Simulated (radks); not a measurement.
All-electron atom: In2+ in [Kr] 4d10 5s1. Calculated with a radial shooting solver on a logarithmic mesh with Libxc functionals: scalar-relativistic Kohn-Sham, r2SCAN, spin-polarised, spherical densities, finite nucleus; open shells are filled with parallel spins first (spin-orbit coupling, left out, can overturn this in heavy ions); meta-GGA in the generalised Kohn-Sham scheme; Fermi nuclear charge, rms radius 4.6156 fm.

Normalised radial functions P(r) = r R(r), r in bohr:

| r | 4s down | 5p up |
|---|---|---|
| 0.001368 | 0.0679 | 0.0005 |
| 0.002108 | 0.0978 | 0.0010 |
| 0.003247 | 0.1377 | 0.0023 |
| 0.004961 | 0.1863 | 0.0048 |
| 0.007642 | 0.2395 | 0.0100 |
| 0.01177 | 0.2787 | 0.0206 |
| 0.01813 | 0.2674 | 0.0403 |
| 0.02793 | 0.1526 | 0.0722 |
| 0.04302 | -0.0972 | 0.1120 |
| 0.06627 | -0.3899 | 0.1330 |
| 0.1013 | -0.4239 | 0.0830 |
| 0.156 | 0.0766 | -0.0683 |
| 0.2402 | 0.6790 | -0.1982 |
| 0.3701 | 0.2911 | -0.0665 |
| 0.57 | -0.9042 | 0.2546 |
| 0.878 | -1.2113 | 0.2490 |
| 1.352 | -0.5250 | -0.2317 |
| 2.067 | -0.0832 | -0.6576 |
| 3.183 | -0.0032 | -0.5797 |
| 4.903 | 0.0000 | -0.1893 |
| 7.553 | 0.0000 | -0.0194 |

4s down: eigenvalue -140.90 eV, 3 radial nodes at r = 0.0372, 0.149, 0.414 bohr, <r> = 0.851 bohr, 90 % of the charge inside 1.23 bohr. 5p up (empty): eigenvalue -16.279 eV, 3 radial nodes at r = 0.132, 0.406, 1.13 bohr, <r> = 2.72 bohr, 90 % of the charge inside 3.93 bohr.
